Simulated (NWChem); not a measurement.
System: PbNH3O, singlet; SMILES [NH2][Pb][OH]

NWChem input:

```
start job
memory heap 200 mb stack 900 mb global 1100 mb
geometry units angstroms noautoz
  Pb     0.284837    -0.022597     0.000000
  O     -1.052902    -1.655884     0.000000
  H     -1.980321    -1.389869     0.000000
  N     -1.239749     1.480539     0.000000
  H     -2.241894     1.310334     0.000000
  H     -1.054434     2.479550     0.000000
end
basis spherical
  Pb library def2-svp
  O library def2-svp
  H library def2-svp
  N library def2-svp
end
ecp
  Pb library def2-ecp
end
dft
  xc m06-2x
  iterations 150
  mulliken
end
task dft energy
```

Low-valent species are run as closed-shell singlets; no triplet was tried in these runs. Coordinates come from a PBE0/def2-SVP optimisation. def2 effective core potentials on Pb; no spin-orbit coupling.

**Question.** What results follow from this input? (M06-2X/def2-SVP with def2 effective core potentials on Pb.) Quantities: energy (Ha); highest occupied level (eV); orbital gap (eV); dipole (D).

**Answer.** 
- energy (Ha) = -324.37
- highest occupied level (eV) = -7.87
- orbital gap (eV) = 7.26
- dipole (D) = 2.52
